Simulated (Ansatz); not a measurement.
Geometry optimisation, Ansatz, RKS revPBE-D4/def2-SVP.

Input file:

```yaml
crystal:
  periodic: [false, false, false]
  atoms:
    - { symbol: B, position_ang: [0.001034, 0.272137, 0.009099] }
    - { symbol: F, position_ang: [0.000235, 0.506381, 1.315007] }
    - { symbol: Cl, position_ang: [1.532064, 0.205517, -0.856537] }
    - { symbol: Cl, position_ang: [-1.532038, 0.141243, -0.845606] }
    - { symbol: H, position_ang: [0.058975, -2.026284, 0.687873] }
    - { symbol: H, position_ang: [0.05113, -1.624893, 1.284364] }
basis:
  gaussian: { orbitals: def2-SVP }
hamiltonian:
  xc: revpbe
  dispersion: d4
relax:
  f_tol: 0.03
  max_steps: 50
```

Run as:

```bash
$ ansatz run input.yaml --threads 1 --pin off --max-ram 2048MiB --backend cpu --events-out ev --progress --plain --runs-dir out
```

Task: Where does it end, and by what steps?

Result: The run converged. After 6 steps the energy has fallen by 0.188 eV; H6 moved furthest, 0.50 Å.

| step | energy less start (eV) | largest force component (eV/Å) | accepted |
| --- | --- | --- | --- |
| 0 | 0.0000 | 1.468 | yes |
| 1 | -0.1408 | 0.250 | yes |
| 2 | -0.0630 | 1.373 | no |
| 3 | -0.1494 | 0.321 | yes |
| 4 | -0.1682 | 0.318 | yes |
| 5 | -0.1747 | 0.897 | yes |
| 6 | -0.1875 | 0.025 | yes |

```xyz
6
Properties=species:S:1:pos:R:3
B -0.007 0.523 -0.076
F -0.009 0.831 1.216
Cl 1.528 0.352 -0.919
Cl -1.539 0.298 -0.911
H 0.075 -2.447 0.805
H 0.063 -2.083 1.479
```

Time of the run: 13 s on 1 thread of Arm Neoverse V2, on a shared host, peak memory 0.13 GiB.
